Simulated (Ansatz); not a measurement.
Calculated with Ansatz (gas phase, PBE0-D4/def2-TZVP geometries, no zero-point term in ΔE). CCSD(T)/CBS is the MP2 limit (def2-TZVPP, def2-QZVPP) plus CCSD(T) − MP2 in def2-TZVPP, frozen cores. This one scheme is used for every species. DFT in def2-TZVPP. B3LYP here is the variant with VWN-RPA as its local correlation; programs differ in this. One conformer a species, not always the lowest.

`C=[CH][Al]([CH3])[OH]` + CH₃OH → `C[O][Al]([CH3])[OH]` + `C=C`  (ligand exchange at the Al–C bond)

`C=[CH][Al]([CH3])[OH]`:

Cartesian coordinates in Å:
```
C 1.261 1.590 -0.576
C 1.151 0.305 -0.924
Al -0.208 -0.811 -0.096
C -1.424 -0.113 1.251
O -0.381 -2.447 -0.531
H 0.606 2.042 0.167
H 2.001 2.262 -1.008
H 1.853 -0.054 -1.678
H -0.884 0.334 2.092
H -2.069 -0.900 1.647
H -2.069 0.670 0.840
H 0.163 -2.880 -1.185
```

CH₃OH:

Cartesian coordinates in Å:
```
C -0.172 -0.303 -0.075
O 0.400 0.961 -0.325
H -0.596 -0.653 -1.017
H -0.980 -0.257 0.666
H 0.570 -1.039 0.259
H 0.778 1.291 0.493
```

`C[O][Al]([CH3])[OH]`:

Cartesian coordinates in Å:
```
C -0.589 0.616 -1.897
O 0.273 -0.259 -1.236
Al 0.595 -0.605 0.386
C -0.306 0.284 1.854
O 1.766 -1.786 0.709
H -1.274 0.059 -2.546
H -1.197 1.217 -1.207
H -0.019 1.307 -2.529
H -1.390 0.145 1.799
H 0.034 -0.098 2.819
H -0.126 1.363 1.837
H 2.232 -2.244 0.011
```

`C=C`:

Cartesian coordinates in Å:
```
C 0.344 0.124 0.552
C -0.344 -0.124 -0.552
H 1.244 -0.428 0.798
H 0.034 0.889 1.255
H -1.244 0.428 -0.798
H -0.034 -0.889 -1.255
```

```tsv
level	ΔE (kcal/mol)	difference from CCSD(T)/CBS
B97M-V	-31.2	-0.4
ωB97M-V	-30.7	0.1
B2PLYP	-32.1	-1.3
revPBE	-28.8	2.0
B3LYP	-32.0	-1.2
CCSD(T)/def2-SVP	-32.4	-1.6
MP2/def2-TZVPP	-31.3	-0.5
SCS-MP2/def2-TZVPP	-31.8	-1.0
CCSD(T)/def2-TZVPP	-31.0	-0.2
HF/def2-QZVPP	-33.6	-2.8
CCSD(T)/CBS	-30.8	0
```

Largest T1 diagnostic among the species: 0.012.

Leaving LDA and LC-ωPBE aside and taking each functional with its dispersion term where it has one, the values, not all of them listed here, spread over 3.9 kcal/mol, from CAM-B3LYP-D4 to revPBE-D4. LDA lies −0.7 kcal/mol from PBE without D4. From BLYP to BHLYP (50 % exact exchange), in def2-TZVPP and without D4, ΔE moves by −1.2 kcal/mol. At CCSD(T), def2-SVP lies −1.6 kcal/mol from the extrapolated value and def2-TZVPP −0.2 kcal/mol.

CCSD(T)/CBS has its own doubt, a few kJ/mol and more with outer-core shells, so smaller differences from it don't rank the levels.
